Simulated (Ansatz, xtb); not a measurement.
## Two structures of BClGaH3Si

We compare X, a singlet given by its coordinates, with Y, a singlet given by its coordinates. Both are isolated molecules in the gas phase, relaxed with B3LYP/6-31G*.

X (Å):

```yaml
atoms:
  - { symbol: B, position_ang: [-1.6676, 2.0477, 1.4910] }
  - { symbol: Cl, position_ang: [-2.5169, 1.6675, 3.0694] }
  - { symbol: Ga, position_ang: [-0.1387, 0.0593, 3.1223] }
  - { symbol: Si, position_ang: [-0.9649, 0.5177, 0.5689] }
  - { symbol: H, position_ang: [-1.7913, -0.7249, 0.5810] }
  - { symbol: H, position_ang: [-0.1734, 0.6458, -0.6820] }
  - { symbol: H, position_ang: [-1.3378, 3.1880, 1.3896] }
```

Close contacts (Å): B1–Cl2 1.83, B1–Si4 1.92, Cl2–Ga3 2.87, Ga3–Si4 2.72, B1–H7 1.19, Si4–H5 1.49, Si4–H6 1.49.

Y (Å):

```
atom    x (Å)    y (Å)    z (Å)
   B  -1.7241   0.1841   0.3765
  Cl  -1.6316   1.4924   3.5891
  Ga  -1.1109   3.7913   2.1650
  Si  -0.6551   1.2569   1.6187
   H  -1.2047  -0.1950  -0.6338
   H  -2.9056   0.0520   0.4945
   H   0.6896   0.7269   1.9859
```

Close contacts (Å): B1–Si4 1.96, Cl2–Ga3 2.75, Cl2–Si4 2.21, Ga3–Si4 2.63, B1–H5 1.20, B1–H6 1.19, Si4–H7 1.49.

Task: Which of the two would you expect CCSD(T)/def2-SVP + ΔMP2/def2-TZVPP electronic energies to favour?

Result: Structure X; the calculation gives E(Y) − E(X) = +2.1 kcal/mol.

The same difference at several levels:

| level | geometry | E(Y) − E(X) (kcal/mol) | departure from the last row (kcal/mol) | job, with rough time for the two |
| --- | --- | --- | --- | --- |
| B3LYP/6-31G* | B3LYP/6-31G* | +0.2 | −1.9 | optimisation, 2.2 min |
| HF/def2-SVP | B3LYP/6-31G* | −3.5 | −5.6 | part of the CCSD(T) run |
| MP2/def2-SVP | B3LYP/6-31G* | +5.5 | +3.4 | part of the CCSD(T) run |
| CCSD(T)/def2-SVP | B3LYP/6-31G* | +4.6 | +2.5 | single point |
| CCSD(T)/def2-SVP + ΔMP2/def2-TZVPP | B3LYP/6-31G* | +2.1 |  | single point, 52 s |

HF/def2-SVP puts the two in the other order. B3LYP/6-31G* finds them nearly level. The largest departure from CCSD(T)/def2-SVP + ΔMP2/def2-TZVPP is that of HF/def2-SVP, 5.6 kcal/mol. Levels run at GFN2-xTB geometries aren't shown. The last row adds to CCSD(T) the change of the MP2 difference between the two basis sets, here −2.5 kcal/mol.

With harmonic frequencies from B3LYP/6-31G* (ideal gas, rigid rotor, one conformer each, 298.15 K, 1 atm): the zero-point term adds +0.2 kcal/mol; ΔH is +2.5 and ΔG +2.1 kcal/mol.

The correlated steps freeze 20 core orbitals; the filled d shell of Ga is correlated, in a basis made for valence electrons. Programs: Ansatz 0.2.0; the last row on 1 thread of Intel(R) Xeon(R) Platinum 8259CL CPU @ 2.50GHz (Skylake/Cascade Lake) on a shared host.
